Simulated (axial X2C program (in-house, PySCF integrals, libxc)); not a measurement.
# Levels of GeS⁻ by electron attachment to GeS (EOM-EA-CCSD)

Calculated with an in-house all-electron X2C program for linear molecules (integrals from PySCF): two-component X2C with atomic mean-field Coulomb and Gaunt terms, Gaussian nuclei, basis Ge dyall-acv3z, S dyall-av3z with contracted cores.

R = 2.106 Å (1.045 times 2.015 Å, the PBE0 minimum at charge 0 for the lowest determinant).

Levels of GeS⁻ obtained by attaching an electron to GeS:

```tsv
Ω	binding energy (eV)	above lowest (cm⁻¹)	attached spinor	one-particle weight
1/2	0.572	0	62% Ge pπ, 12% Ge dπ, 11% S pπ	0.95
3/2	0.502	563	62% Ge pπ, 12% Ge dπ, 11% S pπ	0.95
1/2	-0.652	9874	55% Ge pσ, 41% Ge sσ	0.99
1/2	-0.888	11780	48% Ge sσ, 33% Ge pσ, 8% Ge dσ	0.99
1/2	-1.077	13305	94% Ge pπ	0.99
3/2	-1.090	13407	94% Ge pπ	0.99
1/2	-2.289	23076	76% S pσ, 12% Ge dσ, 7% S dσ	0.98
```

(1) Take the first Ω = 1/2 and Ω = 3/2 rows of π character: how far apart are they, and which lies lower?

Negative binding energies belong to unbound states, resonances or levels that the basis set holds; within some tenths of an eV of zero the sign is not settled.

This point took 9.1 s on 1 thread of Arm Neoverse V1, on a shared host.

Reference electrons by ω block (each with its −ω partner): 1/2: 17, 3/2: 6, 5/2: 1. 10 electrons of GeS correlated (inner shells frozen), 92 natural virtual spinors (a truncated set); levels can be off by some tenths of an eV. Roots sought by Ω: (1/2: 5, 3/2: 4, 5/2: 2, 7/2: 1); the list ends where they run out and leaves out roots under 60 % one-particle weight. The solver can skip a root, and states that need a further excitation, which the method places far too high, are missing though they may lie low or lowest. T1 of the reference 0.029 (Lee–Taylor). Number of frozen shells: Ge 3 s, 2 p, 1 d; S 2 s, 1 p. Large amplitudes in the reference (orbital relaxation or multireference character) lower the reliability.

## Answers

(1) E(3/2) − E(1/2) = 563 − 0 = 563 cm⁻¹ at EOM-EA-CCSD: regular, Ω = 1/2 lower. Splittings at this level can be off by ten to twenty per cent.
